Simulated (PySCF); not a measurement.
Job for PySCF: R-MP2/6-31G* on C3H8S2 (SMILES CSCSC).

```python
from pyscf import gto, scf, dft, mp
from pyscf.data.elements import chemcore

mol = gto.M(
    atom='''
    C     1.85939154    0.49379662    0.27421638
    S     1.74516660   -1.11158365   -0.54960389
    C    -0.04516922   -1.21412641   -0.83159134
    S    -1.12147903   -1.14588985    0.63934714
    C    -1.78221850    0.53873938    0.49791104
    H     2.90944681    0.64923674    0.51633956
    H     1.27948327    0.48359716    1.19642501
    H     1.52238596    1.30108425   -0.37707853
    H    -0.19758414   -2.18057293   -1.30912314
    H    -0.36938096   -0.43839320   -1.52529273
    H    -0.99655508    1.28864573    0.57350445
    H    -2.33027558    0.66711148   -0.43504164
    H    -2.47321167    0.66835467    1.32998769
    ''',
    basis='6-31g*',
    cart=True,
    charge=0, spin=0, verbose=3, max_memory=1800)
mf = scf.RHF(mol)
mf.conv_tol = 1e-8
mf.max_cycle = 100
mf.kernel()
if not mf.converged:
    mf = mf.newton().run(mf.mo_coeff, mf.mo_occ)
pt = mp.MP2(mf, frozen=chemcore(mol)).run()
```

Program output:

```
converged SCF energy = -913.270594481199
E(RMP2) = -913.911765975189  E_corr = -0.641171493990343
E(SCS-RMP2) = -913.906614143746  E_corr = -0.636019662547271
```

The run converged.

Cost: around 4 core-seconds (rough).
